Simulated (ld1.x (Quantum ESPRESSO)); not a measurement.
## Pseudopotential generation for phosphorus (P): PAW, Wu–Cohen, non-relativistic.

- Element: phosphorus (P)
- Generator: ld1.x (Quantum ESPRESSO) 7.5
- Type: PAW
- Functional: Wu–Cohen
- Relativity: non-relativistic
- Frozen core: [Ne]
- Valence charge: 5
- Reference configuration: 3s2 3p3
- Partial waves: 3s (bound): rcut 1.20, rcutus 1.35 bohr; 3s channel at -0.45 Ry: rcut 1.20, rcutus 1.35 bohr; 3p (bound): rcut 1.70, rcutus 1.95 bohr; 3p channel at 0.7 Ry: rcut 1.70, rcutus 1.95 bohr
- Local potential: all-electron potential smoothed inside 1.50 bohr (lloc = -1)
- Core correction: Bessel-smoothed model core inside 1.15 bohr
- Augmentation charge: PSQ, inside the norm-conserving radii

All-electron outer shells of the reference configuration (Wu–Cohen, non-relativistic, ld1.x):

```tsv
shell	level (eV)	outermost node (bohr)	outermost maximum (bohr)
2p	-124.50	–	0.36
3s	-13.85	0.66	1.58
3p	-5.49	0.64	1.83
```

Results:

- Cutoffs needed: 18 Ry and 30 Ry (the cutoffs (Ry, on a coarse ladder) from which the occupation-weighted sum of valence levels, in a spherical-Bessel basis at the reference potential, stays within 10 and 1 mRy of its value at 400 Ry)
- Ghost test: no extra level below or beside the all-electron valence levels (s, p, d, f tested) (spherical-Bessel basis up to 400 Ry, 20 bohr box)
- Largest excitation error: -155 meV (all-electron minus pseudo) for 3s1 3p0, out of 7 test configurations
- Lowest eigenvalue of the overlap operator: 0.58 (s channel)
- Density cutoff estimated by the generator: 133 Ry

Generation and tests took about 0.86 s on one core of a shared server CPU.
